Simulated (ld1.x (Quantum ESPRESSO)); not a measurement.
rhenium: one change to a TM potential, before and after

rhenium, norm-conserving Troullier–Martins (Kleinman–Bylander form), made with ld1.x (Quantum ESPRESSO) 7.5 (PBEsol, scalar-relativistic). Core [Xe] 4f14, reference 5d6 6s1 6p0. Waves: 6s (bound): rc 2.50 bohr; 5d (bound): rc 2.60 bohr; 5f channel at 0.05 Ry: rc 2.90 bohr; 6p (bound, empty): rc 3.50 bohr. Local part: the p channel. Core correction: a·sin(br)/r model core inside 1.55 bohr.

Change: wave 6p (bound): rc 3.50 bohr becomes 6p (bound): rc 5.24 bohr.

Cutoffs: the cutoffs (Ry, on a coarse ladder) from which the occupation-weighted sum of valence levels, in a spherical-Bessel basis at the reference potential, stays within 10 and 1 mRy of its value at 400 Ry; they do not see the model core or the augmentation charge, which bear on the density cutoff. Errors are all-electron minus pseudo energies relative to the spin-unpolarised reference configuration.

Question: How do hardness, ghosts and transferability respond?

Answer: The potential gets neither clearly harder nor softer (30 Ry and 35 Ry → 30 Ry and 35 Ry); of the 7 tests that both files solve, the error grows in 1 and shrinks in 4 by more than 15 % and 0.3 meV (median size 63.7 → 27.6 meV); neither file shows a bound ghost.

```csv
quantity,base,changed
"cutoff, loose",30 Ry,30 Ry
"cutoff, tight",35 Ry,35 Ry
bound ghosts,none,none
"error for 5d5 6s2 6p0, meV [ΔE -0.95 eV]",-58,-41
"error for 5d5 6s1 6p0, meV [ΔE 8.34 eV]",-64,-26
"error for 5d5 6s0 6p0, meV [ΔE 24.69 eV]",-146,-177
"error for 5d4 6s0 6p0, meV [ΔE 51.84 eV]",-588,-672
"error for 5d5.5 6s1.5 6p0, meV [ΔE -0.56 eV]",-13,-11
"error for 5d6 6s0 6p0, meV [ΔE 8.48 eV]",-19,-20
"error for 5d5 6s1 6p1, meV [ΔE 3.89 eV]",-81,-28
```
